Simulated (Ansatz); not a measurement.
Program: Ansatz. Geometries: PBE0-D4/def2-TZVP. ΔE: electronic, gas phase. CCSD(T)/CBS is the MP2 limit (def2-TZVPP, def2-QZVPP) plus CCSD(T) − MP2 in def2-TZVPP, frozen cores. Functionals use def2-TZVPP. One conformer a species, not always the lowest.

`F[SiH2]N[SiH2][SiH3]` + `CBO` → `CBO[SiH2][SiH3]` + `N[SiH2]F`  (ligand exchange at the Si–N bond)

`F[SiH2]N[SiH2][SiH3]`:

Z-matrix (Å, degrees):
```
Si
N 1 1.706
F 1 1.602 2 112.5
H 1 1.478 2 108.9 3 -117.7
H 1 1.480 2 109.2 3 117.5
Si 2 1.740 1 127.7 3 84.7
H 2 1.011 1 115.7 3 -86.3
Si 6 2.344 2 111.8 1 -113.6
H 6 1.491 2 110.7 1 124.5
H 6 1.487 2 106.1 1 6.9
H 8 1.489 6 110.7 2 -175.4
H 8 1.487 6 110.6 2 63.6
H 8 1.490 6 109.6 2 -55.9
```

`CBO`:

```xyz
8

C    -0.408    0.862   -0.322
B     0.376   -0.441    0.019
O    -0.059   -1.237    1.027
H    -1.280    1.022    0.315
H    -0.735    0.844   -1.368
H     0.252    1.732   -0.240
H     1.365   -0.767   -0.591
H     0.489   -2.014    1.158
```

`CBO[SiH2][SiH3]`:

Z-matrix (Å, degrees):
```
C
B 1 1.565
H 1 1.097 2 109.1
H 1 1.093 2 115.6 3 -122.0
H 1 1.095 2 110.0 3 114.9
O 2 1.356 1 123.7 3 118.0
H 2 1.203 1 120.5 3 -61.4
Si 6 1.659 2 133.9 1 0.6
Si 8 2.344 6 111.1 2 -72.5
H 8 1.490 6 110.3 2 49.9
H 8 1.485 6 106.4 2 167.1
H 9 1.487 8 110.6 6 -57.8
H 9 1.489 8 109.4 6 -177.7
H 9 1.488 8 110.5 6 62.6
```

`N[SiH2]F`:

Cartesian coordinates in Å:
```
N -0.081 0.476 -0.930
Si 0.168 -0.276 0.569
F -1.168 -0.815 1.277
H -0.248 -0.053 -1.770
H -0.434 1.415 -1.002
H 0.744 0.720 1.499
H 1.020 -1.466 0.357
```

```
             level  ΔE (kcal/mol)  difference from CCSD(T)/CBS
           PBE0-D4           -5.0                          0.8
           ωB97X-V           -6.0                         -0.2
           ωB97M-V           -5.8                          0.0
            B2PLYP           -6.1                         -0.3
               PBE           -4.5                          1.3
              PBE0           -4.9                          0.9
     HF/def2-TZVPP           -7.9                         -2.1
    MP2/def2-TZVPP           -5.5                          0.3
SCS-MP2/def2-TZVPP           -5.9                         -0.1
   CCSD/def2-TZVPP           -5.8                          0.0
CCSD(T)/def2-TZVPP           -5.5                          0.3
    MP2/def2-QZVPP           -5.7                          0.1
SCS-MP2/def2-QZVPP           -6.1                         -0.3
      HF/CBS(def2)           -8.1                         -2.3
     MP2/CBS(def2)           -5.8                          0.0
    CCSD/CBS(def2)           -6.2                         -0.4
       CCSD(T)/CBS           -5.8                            0
```

Largest T1 diagnostic among the species: 0.013.

In def2-TZVPP, CCSD(T) changes the Hartree–Fock value by +2.4 kcal/mol (the triples alone add +0.3 kcal/mol) and MP2 by +2.4 kcal/mol.
